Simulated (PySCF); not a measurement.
CH₉N₃Si, SMILES NC[SiH](N)N. Geometry: PBE-D3(BJ)/def2-SVP. This is a generated structure with no PubChem entry under its InChIKey; it may be hypothetical. The values are those of a single conformer.

These are PBE-D3(BJ)/def2-SVP in PySCF values and carry that method's errors.

Harmonic wavenumbers (cm⁻¹): 84, 152, 198, 218, 249, 306, 331, 374, 417, 458, 601, 660, 716, 758, 785, 839, 869, 897, 921, 1042, 1063, 1211, 1329, 1374, 1481, 1489, 1591, 2091, 2945, 3005, 3370, 3448, 3477, 3495, 3574, 3597. Rotational constants (GHz): 4.759, 2.874, 2.400; symmetry number 1.

Q: Work out the zero-point energy and the ideal-gas rigid-rotor harmonic-oscillator thermochemistry at 298.15 K and 1 atm.

A: ZPE = ½ Σ hcν = ½ × 49413 cm⁻¹ = 295.56 kJ/mol. H − E(el) = 320.13 kJ/mol. Entropy in J/(mol K): translation 165.03, rotation 111.65, vibration 84.16, total 360.84. G − E(el) = 212.55 kJ/mol. Cp = 135.42 J/(mol K). Modes under 150 cm⁻¹ make the vibrational entropy uncertain.
